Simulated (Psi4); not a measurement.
H$_{2}$Te, charge +1, doublet, at a GFN2-xTB geometry (a state made from the parent by changing its charge; the spin is typed, not shown lowest) (core potentials on Te); R2SCAN/def2-SVP (Psi4).

Input for Psi4:
```
memory 2 GB

molecule {
1 2
  Te   -0.00025533    0.04223806    0.00196862
  H    -1.17931590   -1.10419009   -0.07625629
  H     1.19259301   -1.09218903   -0.02611171
}

set basis def2-svp
set reference uks
set scf_type pk
set puream true
set d_convergence 1e-8
set dft_radial_points 99
set dft_spherical_points 590

energy('r2scan')
print_variables()
```

Problem. Predict the main parts of the log of this Psi4 run.

Solution. 
```
   => Loading Basis Set <=

    Name: DEF2-SVP
    Role: ORBITAL
    Keyword: BASIS

    !!!  WARNING: ECP capability is in beta. Please check occupations closely.  !!!

         ---------------------------------------------------------
                                   SCF
               by Justin Turney, Rob Parrish, Andy Simmonett
                          and Daniel G. A. Smith
                              UKS Reference
         ---------------------------------------------------------

  ==> Geometry <==

    Molecular point group: cs
    Full point group: Cs

    Geometry (in Angstrom), charge = 1, multiplicity = 2:

       Center              X                  Y                   Z               Mass
    ------------   -----------------  -----------------  -----------------  -----------------
         TE           0.017443645139     0.000105355456     0.000000000000   129.906222748000
         H           -1.131386391093     1.179422961208     0.000000000000     1.007825032230
         H           -1.117057513834    -1.193003026037     0.000000000000     1.007825032230

  Running in cs symmetry.

  Rotational constants: A =      6.51590  B =      5.94347  C =      3.10827 [cm^-1]
  Rotational constants: A = 195341.82664  B = 178180.78441  C =  93183.54196 [MHz]
  Nuclear repulsion =   15.651048586393308

  Charge       = 1
  Multiplicity = 2
  Electrons    = 25
  Nalpha       = 13
  Nbeta        = 12

  ==> Algorithm <==

  SCF Algorithm Type is PK.
  DIIS enabled.
  MOM disabled.
  Fractional occupation disabled.
  Guess Type is SAD.
  Energy threshold   = 1.00e-06
  Density threshold  = 1.00e-08
  Integral threshold = 1.00e-12

  ==> Primary Basis <==

  Basis Set: DEF2-SVP
    Blend: DEF2-SVP
    Number of shells: 16
    Number of basis functions: 36
    Number of Cartesian functions: 38
    Spherical Harmonics?: true
    Max angular momentum: 2

  Core potential: DEF2-SVP
    Number of shells: 4
    Number of ECP primitives: 18
    Number of ECP core electrons: 28
    Max angular momentum: 3

  ==> DFT Potential <==

   => LibXC <=

    Version 7.1.2
    S. Lehtola, C. Steigemann, M. J. T. Oliveira, and M. A. L. Marques,  SoftwareX 7, 1–5 (2018) (10.1016/j.softx.2017.11.002)

   => Composite Functional: R2SCAN <=

    r2SCAN Meta-GGA XC Functional  (0.1021/acs.jpclett.0c02405)
    J. W. Furness, A. D. Kaplan, J. Ning, J. P. Perdew, J. Sun  J. Phys. Chem. Lett.  11, 8208–8215, 2020

    Deriv               =              1
    GGA                 =           TRUE
    Meta                =           TRUE

    Exchange Hybrid     =          FALSE
    MP2 Hybrid          =          FALSE

   => Exchange Functionals <=

    1.0000   XC_MGGA_X_R2SCAN

   => Correlation Functionals <=

    1.0000   XC_MGGA_C_R2SCAN

   => LibXC Density Thresholds  <==

    XC_MGGA_C_R2SCAN:  1.00E-15
    XC_MGGA_X_R2SCAN:  1.00E-11

   => Molecular Quadrature <=

    Radial Scheme          =       TREUTLER
    Pruning Scheme         =           NONE
    Nuclear Scheme         =       TREUTLER

    Blocking Scheme        =         OCTREE
    BS radius alpha        =              1
    Pruning alpha          =              1
    Radial Points          =             99
    Spherical Points       =            590
    Total Points           =         164413
    Total Blocks           =           1293
    Max Points             =            256
    Max Functions          =             36
    Weights Tolerance      =       1.00E-15

  ==> Integral Setup <==

  Using in-core PK algorithm.
   Calculation information:
      Number of atoms:                   3
      Number of AO shells:              16
      Number of primitives:             33
      Number of atomic orbitals:        38
      Number of basis functions:        36

      Integral cutoff                 1.00e-12
      Number of threads:                 1

  Performing in-core PK
  Using 444222 doubles for integral storage.
  We computed 9316 shell quartets total.
  Whereas there are 9316 unique shell quartets.

  ==> DiskJK: Disk-Based J/K Matrices <==

    J tasked:                  Yes
    K tasked:                   No
    wK tasked:                  No
    Schwarz Cutoff:          1E-12

  Minimum eigenvalue in the overlap matrix is 2.6089773558E-02.
  Reciprocal condition number of the overlap matrix is 7.0596819631E-03.
    Using symmetric orthogonalization.

  ==> Pre-Iterations <==

  SCF Guess: Superposition of Atomic Densities via on-the-fly atomic UHF (no occupation information).

   -------------------------
    Irrep   Nso     Nmo
   -------------------------
     A'        26      26
     A"        10      10
   -------------------------
    Total      36      36
   -------------------------

  ==> Iterations <==

                        Total Energy        Delta E     RMS |[F,P]|

   @UKS iter SAD:  -267.10946195607227   -2.67109e+02   0.00000e+00
   @UKS iter   1:  -268.93951297058044   -1.83005e+00   9.18737e-03 DIIS/ADIIS
   @UKS iter   2:  -268.95401133257440   -1.44984e-02   6.77360e-03 DIIS/ADIIS
   @UKS iter   3:  -268.97040156368286   -1.63902e-02   9.25041e-04 DIIS/ADIIS
   @UKS iter   4:  -268.97098553758707   -5.83974e-04   2.46400e-04 DIIS/ADIIS
   @UKS iter   5:  -268.97103280836740   -4.72708e-05   3.23637e-05 DIIS
   @UKS iter   6:  -268.97103479906167   -1.99069e-06   1.17218e-05 DIIS
   @UKS iter   7:  -268.97103508964716   -2.90585e-07   2.93836e-06 DIIS
   @UKS iter   8:  -268.97103510346318   -1.38160e-08   2.28776e-07 DIIS
   @UKS iter   9:  -268.97103510355066   -8.74820e-11   2.30209e-08 DIIS
   @UKS iter  10:  -268.97103510355106   -3.97904e-13   1.71413e-08 DIIS
   @UKS iter  11:  -268.97103510355134   -2.84217e-13   1.94932e-09 DIIS
  Energy and wave function converged.

  ==> Post-Iterations <==

   Electrons on quadrature grid:
      Nalpha   =   13.0000000620 ; deviation = 6.203e-08
      Nbeta    =   12.0000000692 ; deviation = 6.923e-08
      Ntotal   =   25.0000001313 ; deviation = 1.313e-07

   @Spin Contamination Metric:   5.177825489E-03
   @S^2 Expected:                7.500000000E-01
   @S^2 Observed:                7.551778255E-01
   @S   Expected:                5.000000000E-01
   @S   Observed:                5.000000000E-01

    Orbital Energies [Eh]
    ---------------------

    Alpha Occupied:

       1Ap    -6.527993     1App   -4.660348     2Ap    -4.655880
       3Ap    -4.651279     4Ap    -1.861319     2App   -1.859960
       3App   -1.856229     5Ap    -1.854537     6Ap    -1.851663
       7Ap    -0.924645     8Ap    -0.640293     9Ap    -0.588667
       4App   -0.530435

    Alpha Virtual:

      10Ap    -0.290527    11Ap    -0.250931    12Ap    -0.032786
       5App    0.016462    13Ap     0.023310     6App    0.023791
      14Ap     0.059034    15Ap     0.083922     7App    0.095468
      16Ap     0.242008    17Ap     0.262608    18Ap     0.316953
      19Ap     0.482651    20Ap     1.129087     8App    1.205208
       9App    1.266334    21Ap     1.360733    22Ap     1.636824
      23Ap     1.664210    10App   18.264550    24Ap    18.650285
      25Ap    18.742614    26Ap    52.234765

    Beta Occupied:

       1Ap    -6.524907     1App   -4.654660     2Ap    -4.654507
       3Ap    -4.649952     4Ap    -1.853938     2App   -1.853154
       5Ap    -1.853014     3App   -1.849545     6Ap    -1.849178
       7Ap    -0.890553     8Ap    -0.634613     9Ap    -0.577269

    Beta Virtual:

       4App   -0.442617    10Ap    -0.284036    11Ap    -0.234974
      12Ap     0.011398    13Ap     0.037571     5App    0.065392
       6App    0.066673    14Ap     0.066760    15Ap     0.094791
       7App    0.129150    16Ap     0.253120    17Ap     0.278765
      18Ap     0.324095    19Ap     0.483814    20Ap     1.112847
       8App    1.193710     9App    1.257056    21Ap     1.346120
      22Ap     1.623300    23Ap     1.652694    10App   18.271981
      24Ap    18.652964    25Ap    18.745622    26Ap    52.236158

    Final Occupation by Irrep:
             Ap   App
    DOCC [     9,    3 ]
    SOCC [     0,    1 ]
    NA   [     9,    4 ]
    NB   [     9,    3 ]

  @UKS Final Energy:  -268.97103510355134

   => Energetics <=

    Nuclear Repulsion Energy =             15.6510485863933084
    One-Electron Energy =                -491.5564243057474414
    Two-Electron Energy =                 228.2615459897079404
    DFT Exchange-Correlation Energy =     -21.3272053739051550
    Empirical Dispersion Energy =           0.0000000000000000
    VV10 Nonlocal Energy =                  0.0000000000000000
    Total Energy =                       -268.9710351035513440

  UHF NO Occupations:
  HONO-2 :    8 Ap 1.9993691
  HONO-1 :    9 Ap 1.9984040
  HONO-0 :    4App 1.0000000
  LUNO+0 :   10 Ap 0.0015960
  LUNO+1 :   11 Ap 0.0006309
  LUNO+2 :   12 Ap 0.0003221
  LUNO+3 :    5App 0.0000216

Computation Completed

Properties will be evaluated at   0.000000,   0.000000,   0.000000 [a0]

Properties computed using the SCF density matrix

 Multipole Moments:

 ------------------------------------------------------------------------------------
     Multipole            Electronic (a.u.)      Nuclear  (a.u.)        Total (a.u.)
 ------------------------------------------------------------------------------------

 L = 1.  Multiply by 2.5417464519 to convert [e a0] to [Debye]
 Dipole X            :          3.0158924           -3.4578141           -0.4419217
 Dipole Y            :          0.0182153           -0.0208844           -0.0026691
 Dipole Z            :          0.0000000            0.0000000            0.0000000
 Magnitude           :                                                    0.4419298

 ------------------------------------------------------------------------------------

  Variable Map:
  ----------------------------------------------------------------------------
  "CURRENT ENERGY"              =>    -268.971035103551
  "CURRENT REFERENCE ENERGY"    =>    -268.971035103551
  "DD SOLVATION ENERGY"         =>       0.000000000000
  "DFT FUNCTIONAL TOTAL ENERGY" =>    -268.971035103551
  "DFT TOTAL ENERGY"            =>    -268.971035103551
  "DFT VV10 ENERGY"             =>       0.000000000000
  "DFT XC ENERGY"               =>     -21.327205373905
  "GRID ELECTRONS ALPHA"        =>      13.000000062031
  "GRID ELECTRONS BETA"         =>      12.000000069231
  "GRID ELECTRONS TOTAL"        =>      25.000000131262
  "NUCLEAR REPULSION ENERGY"    =>      15.651048586393
  "ONE-ELECTRON ENERGY"         =>    -491.556424305747
  "PCM POLARIZATION ENERGY"     =>       0.000000000000
  "PE ENERGY"                   =>       0.000000000000
  "SCF ITERATION ENERGY"        =>    -268.971035103551
  "SCF ITERATIONS"              =>      11.000000000000
  "SCF TOTAL ENERGY"            =>    -268.971035103551
  "TWO-ELECTRON ENERGY"         =>     228.261545989708
  "XC GRID RADIAL POINTS"       =>      99.000000000000
  "XC GRID SPHERICAL POINTS"    =>     590.000000000000
  "XC GRID TOTAL POINTS"        =>  164413.000000000000

  Array Variable Map:
  ----------------------------------------------------------------------------
  "CURRENT DIPOLE"              =>      -0.441921731410 ... 0.000000000000 1 by 3
  "SCF DIPOLE"                  =>      -0.441921731410 ... 0.000000000000 1 by 3
  "SCF TOTAL ENERGIES"          =>    -267.109461956072 ... -268.971035103551 1 by 12
```
